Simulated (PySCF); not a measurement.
vanadium atom (V), quartet; M06/3-21G (PySCF).

The PySCF input:
```python
from pyscf import gto, scf, dft

mol = gto.M(
    atom='''
V     0.00000000    0.00000000    0.00000000
''',
    basis='3-21g',
    spin=3,
    verbose=4,
)

mf = dft.UKS(mol)
mf.xc = 'm06'
mf.grids.prune = None
mf.kernel()
```

### Question
Write the output that PySCF gives for this input, abridged.

### Answer

```
PySCF version 2.14.0

[INPUT] verbose = 4
[INPUT] num. atoms = 1
[INPUT] num. electrons = 23
[INPUT] charge = 0
[INPUT] spin (= nelec alpha-beta = 2S) = 3
[INPUT] symmetry False subgroup None
[INPUT] Mole.unit = angstrom
[INPUT] Symbol           X                Y                Z      unit          X                Y                Z       unit  Magmom
[INPUT]  1 V      0.000000000000   0.000000000000   0.000000000000 AA    0.000000000000   0.000000000000   0.000000000000 Bohr   0.0

nuclear repulsion = 0
number of shells = 11
number of NR pGTOs = 54
number of NR cGTOs = 27
basis = 3-21g
ecp = {}

******** <class 'pyscf.dft.uks.UKS'> ********
method = UKS
initial guess = minao
damping factor = 0
level_shift factor = 0
DIIS = <class 'pyscf.scf.diis.CDIIS'>
diis_start_cycle = 1
diis_space = 8
diis_damp = 0
SCF conv_tol = 1e-09
SCF conv_tol_grad = None
SCF max_cycles = 50
direct_scf = True
direct_scf_tol = 1e-13
number electrons alpha = 13  beta = 10
XC library pyscf.dft.libxc version 7.1.2
    S. Lehtola, C. Steigemann, M. J. T. Oliveira, and M. A. L. Marques,  SoftwareX 7, 1–5 (2018)
XC functionals = m06
    Y. Zhao and D. G. Truhlar,  Theor. Chem. Acc. 120, 215 (2008)
    Y. Zhao and D. G. Truhlar,  Theor. Chem. Acc. 120, 215 (2008)
radial grids:
    Treutler-Ahlrichs [JCP 102, 346 (1995); DOI:10.1063/1.469408] (M4) radial grids

becke partition: Becke, JCP 88, 2547 (1988); DOI:10.1063/1.454033
pruning grids: None
grids dens level: 3
symmetrized grids: False
atomic radii adjust function: <function treutler_atomic_radii_adjust>
small_rho_cutoff = 0
Set gradient conv threshold to 3.16228e-05
tot grids = 39064
init E= -938.272321263418

cycle= 1 E= -939.194081616516  delta_E= -0.922  |g|= 0.0945  |ddm|= 1.42
cycle= 2 E= -939.199920874472  delta_E= -0.00584  |g|= 0.0387  |ddm|= 0.57
cycle= 3 E= -939.200824902003  delta_E= -0.000904  |g|= 0.00289  |ddm|= 0.115
cycle= 4 E= -939.200874876746  delta_E= -5e-05  |g|= 0.00217  |ddm|= 0.0175
cycle= 5 E= -939.20092831665  delta_E= -5.34e-05  |g|= 0.00137  |ddm|= 0.0192
cycle= 6 E= -939.200960936344  delta_E= -3.26e-05  |g|= 0.000211  |ddm|= 0.0278
cycle= 7 E= -939.200961340509  delta_E= -4.04e-07  |g|= 7.27e-05  |ddm|= 0.00304
cycle= 8 E= -939.200961375135  delta_E= -3.46e-08  |g|= 2.63e-05  |ddm|= 0.000477
cycle= 9 E= -939.200961380632  delta_E= -5.5e-09  |g|= 7.48e-06  |ddm|= 0.000252
cycle= 10 E= -939.200961381402  delta_E= -7.7e-10  |g|= 6.82e-06  |ddm|= 5.99e-05
Extra cycle  E= -939.200961381912  delta_E= -5.1e-10  |g|= 6.48e-06  |ddm|= 4.15e-05
converged SCF energy = -939.200961381912  <S^2> = 3.7500665  2S+1 = 4.0000333
```
